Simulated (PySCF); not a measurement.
Job file and geometry (Å, from GFN2-xTB) of an NMR shielding run on SMILES C(C[C@@H](C#C)C#N)N[SiH3], C₆H₁₀N₂Si, PySCF, GIAO PBE0/pcSseg-1 NMR shielding, non-relativistic, gas phase; density fitting, a coarse starting grid and PySCF grid level 2 are the driver's defaults:

```
$ OMP_NUM_THREADS=1 python probes_run.py task.json out

{"job": {"kind": "nmr", "xc": "PBE0", "basis": "pcSseg-1"}, "charge": 0, "multiplicity": 1}
C      3.122588     1.851629     0.871953
C      2.241736     1.228632     0.355912
C      1.186415     0.441606    -0.264128
C      1.750934    -0.278204    -1.387633
N      2.196187    -0.853688    -2.268603
C      0.559348    -0.537399     0.746203
C     -0.578696    -1.359742     0.124091
N     -1.655379    -0.567201    -0.412445
Si    -2.766258     0.319857     0.554408
H      3.885085     2.411275     1.325244
H      0.410051     1.120848    -0.644294
H      0.166492     0.041311     1.584450
H      1.329981    -1.213879     1.122027
H     -0.175458    -2.001229    -0.666635
H     -0.994060    -2.002464     0.905257
H     -1.461492    -0.235049    -1.344153
H     -3.270039    -0.625421     1.548733
H     -2.189856     1.476072     1.268116
H     -3.767384     0.792297    -0.395636
```

**Question.** Write the output of this run.

**Answer.** 
```
coarse grid: 16464 points
cycle   1  E = -632.8363244200  dE =  1.145e+00  |g| = 6.054e-01  |ddm| = 4.134e+00
cycle   2  E = -632.6577050678  dE =  1.786e-01  |g| = 1.098e+00  |ddm| = 1.563e+00
cycle   3  E = -632.9109944566  dE = -2.533e-01  |g| = 2.256e-01  |ddm| = 9.878e-01
cycle   4  E = -632.9216625533  dE = -1.067e-02  |g| = 7.139e-02  |ddm| = 2.070e-01
cycle   5  E = -632.9226554219  dE = -9.929e-04  |g| = 2.549e-02  |ddm| = 6.769e-02
cycle   6  E = -632.9227889261  dE = -1.335e-04  |g| = 9.193e-03  |ddm| = 2.521e-02
cycle   7  E = -632.9228082222  dE = -1.930e-05  |g| = 2.500e-03  |ddm| = 8.021e-03
cycle   8  E = -632.9228095654  dE = -1.343e-06  |g| = 4.376e-04  |ddm| = 2.365e-03
final grid: 154880 points
cycle   9  E = -632.9752380593  dE = -4.502e-05  |g| = 7.524e-03  |ddm| = 6.363e-02
cycle  10  E = -632.9752314448  dE =  6.614e-06  |g| = 9.281e-03  |ddm| = 1.617e-02
cycle  11  E = -632.9752514138  dE = -1.997e-05  |g| = 1.708e-03  |ddm| = 8.954e-03
cycle  12  E = -632.9752520014  dE = -5.876e-07  |g| = 6.380e-04  |ddm| = 1.545e-03
cycle  13  E = -632.9752520887  dE = -8.731e-08  |g| = 1.913e-04  |ddm| = 5.726e-04
cycle  14  E = -632.9752520957  dE = -7.038e-09  |g| = 7.599e-05  |ddm| = 2.168e-04
cycle  15  E = -632.9752520969  dE = -1.147e-09  |g| = 2.427e-05  |ddm| = 6.927e-05
cycle  16  E = -632.9752520970  dE = -1.216e-10  |g| = 6.830e-06  |ddm| = 2.100e-05
converged SCF energy = -632.9752520970

GIAO shielding tensors (ppm)
atom      isotropic    diamagn.    paramagn.     s11        s22        s33       span
  0 C      107.512     256.266    -148.754     34.965     37.776    249.796    214.831
  1 C      103.641     256.780    -153.139      1.936     11.101    297.886    295.950
  2 C      169.129     241.762     -72.632    152.422    172.512    182.454     30.031
  3 C       65.585     261.089    -195.504    -50.798    -46.999    294.553    345.351
  4 N      -35.265     339.048    -374.314   -200.986   -197.625    292.816    493.802
  5 C      146.028     248.510    -102.482    125.955    149.328    162.801     36.845
  6 C      141.726     243.870    -102.145    117.443    143.748    163.987     46.543
  7 N      252.458     324.388     -71.930    222.733    255.162    279.480     56.747
  8 Si     408.727     879.778    -471.051    362.251    386.747    477.184    114.933
  9 H       29.949      33.287      -3.338     24.741     24.788     40.320     15.579
 10 H       28.183      28.553      -0.370     24.038     27.928     32.583      8.545
 11 H       29.634      31.944      -2.310     25.220     29.951     33.731      8.511
 12 H       29.939      30.985      -1.045     25.578     29.299     34.940      9.362
 13 H       28.282      30.223      -1.941     23.552     27.649     33.645     10.093
 14 H       28.665      30.116      -1.451     23.017     28.505     34.473     11.456
 15 H       31.532      34.157      -2.625     22.911     30.244     41.441     18.530
 16 H       27.182      28.950      -1.768     23.705     25.292     32.548      8.842
 17 H       26.874      29.676      -2.802     22.392     26.246     31.984      9.592
 18 H       27.093      28.557      -1.463     23.561     25.007     32.713      9.152
```

**Question.** Turn these shieldings into chemical shifts. Referencing at the same level of theory: ¹³C (σref 186.93) and ²⁹Si (σref 349.16) and ¹H (σref 31.72) vs TMS; ¹⁵N (σref 267.73) against NH3.

**Answer.** Averaging equivalent atoms: C 3: 121.3; C 1: 83.3; C 0: 79.4; C 6: 45.2; C 5: 40.9; C 2: 17.8; N 4: 303.0; N 7: 15.3; Si 8: -59.6; H 16/17/18: 4.67; H 10: 3.53; H 13: 3.44; H 14: 3.05; H 11: 2.08; H 12: 1.78; H 9: 1.77; H 15: 0.18 ppm. Experimental scales use liquid or dissolved standards, which lie at an offset from isolated NH3 (liquid NH3: subtract about 20 ppm). Unscaled 15N shifts of sp2 nitrogen come out 20 to 40 ppm too high even then.

Size and cost of the density-fitted run: 210 basis functions, 46 s wall time on 1 thread of an Arm Neoverse V2, shared host; peak memory 0.9 GiB.
